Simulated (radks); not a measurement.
The samarium ion Sm+, 61 electrons, occupied as [Xe] 4f6 6s1.

Method: scalar-relativistic Kohn-Sham, Slater X-alpha with alpha = 0.922, spin-polarised, spherical densities, finite nucleus; open shells are filled with parallel spins first (spin-orbit coupling, left out, can overturn this in heavy ions); Fermi nuclear charge, rms radius 5.0819 fm; computed with a radial shooting solver on a logarithmic mesh with Libxc functionals.

Energy parts (hartree):
| part | energy |
|---|---|
| total | -10498.9661 |
| kinetic | 11223.2011 |
| electron-nucleus | -25493.9864 |
| Hartree | 4081.5094 |
| exchange | -309.6902 |

Orbitals (lengths in bohr, moments of r in powers of bohr; <r^-3> diverges for s and p1/2; r(90%) holds 90 % of the orbital's charge):
| orbital | occ. | eigenvalue (hartree) | <1/r> | <r^-3> | r(90%) | <r^4> |
|---|---|---|---|---|---|---|
| 1s up | 1 | -1721.947 | 68.86 | - | 0.0410 | 1.311e-06 |
| 1s down | 1 | -1721.946 | 68.86 | - | 0.0410 | 1.311e-06 |
| 2s up | 1 | -282.8371 | 15.97 | - | 0.150 | 0.0002099 |
| 2s down | 1 | -282.8336 | 15.97 | - | 0.150 | 0.0002099 |
| 2p up | 3 | -252.8246 | 15.00 | 10250 | 0.139 | 0.0001551 |
| 2p down | 3 | -252.8223 | 15.00 | 10250 | 0.139 | 0.0001550 |
| 3s up | 1 | -62.50109 | 5.852 | - | 0.372 | 0.008203 |
| 3s down | 1 | -62.38666 | 5.860 | - | 0.372 | 0.008165 |
| 3p up | 3 | -53.07770 | 5.522 | 2130 | 0.377 | 0.008541 |
| 3p down | 3 | -52.96456 | 5.529 | 2136 | 0.377 | 0.008493 |
| 3d up | 5 | -40.27350 | 5.247 | 290.4 | 0.358 | 0.006843 |
| 3d down | 5 | -40.18549 | 5.254 | 291.4 | 0.357 | 0.006786 |
| 4s up | 1 | -12.80766 | 2.462 | - | 0.827 | 0.2039 |
| 4s down | 1 | -12.53454 | 2.463 | - | 0.827 | 0.2038 |
| 4p up | 3 | -9.69327 | 2.269 | 471.9 | 0.886 | 0.2659 |
| 4p down | 3 | -9.42075 | 2.269 | 471.6 | 0.886 | 0.2664 |
| 4d up | 5 | -5.30315 | 1.997 | 53.56 | 0.996 | 0.4233 |
| 4d down | 5 | -5.03309 | 1.994 | 53.41 | 0.999 | 0.4296 |
| 5s up | 1 | -1.98755 | 0.9623 | - | 1.99 | 6.783 |
| 5s down | 1 | -1.82963 | 0.9382 | - | 2.03 | 7.375 |
| 5p up | 3 | -1.22026 | 0.8146 | 66.49 | 2.36 | 13.38 |
| 5p down | 3 | -1.09489 | 0.7897 | 61.02 | 2.41 | 14.57 |
| 4f up | 6 | -0.56285 | 1.442 | 6.918 | 1.56 | 3.382 |
| 6s up | 1 | -0.36771 | 0.3415 | - | 5.28 | 332.6 |
| 4f down | 0 | -0.32349 | 1.383 | 6.463 | 1.74 | 5.628 |
| 6s down | 0 | -0.26144 | 0.3417 | - | 5.49 | 392.6 |

The highest occupied level is 6s up at -10.006 eV. Spin moment in Bohr magnetons: 7. The electron density at the nucleus is 5.571e+05 e/bohr^3 (large components only). The spin density at the nucleus is 30.16 e/bohr^3 (1s 0.19, 2s -1.29, 3s -16.23, 4s 0.03, 5s 16.29, 6s 31.17).
